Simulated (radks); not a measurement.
All-electron atom: Ge3+ in [Ar] 3d10 4s1 (the NIST ground configuration). Calculated with a radial shooting solver on a logarithmic mesh with Libxc functionals: Dirac Kohn-Sham, exchange-only PBE, spin-unpolarised, spherical densities, finite nucleus; Fermi nuclear charge, rms radius 4.0742 fm.

Spin-orbit splittings of the eigenvalues, e(l+1/2) - e(l-1/2), with zeta = 2 splitting/(2l+1) and mean radii in bohr:

| shell | occ. | splitting (eV) | zeta (eV) | <r> j=l-1/2 | <r> j=l+1/2 |
|---|---|---|---|---|---|
| 2p | 6 | 31.89 | 21.26 | 0.1812 | 0.1848 |
| 3p | 6 | 4.284 | 2.856 | 0.6394 | 0.6500 |
| 3d | 10 | ? | ? | 0.7237 | 0.7285 |

Estimate the 3d splitting.

Answer. 0.5919 eV (zeta = 0.2367 eV).
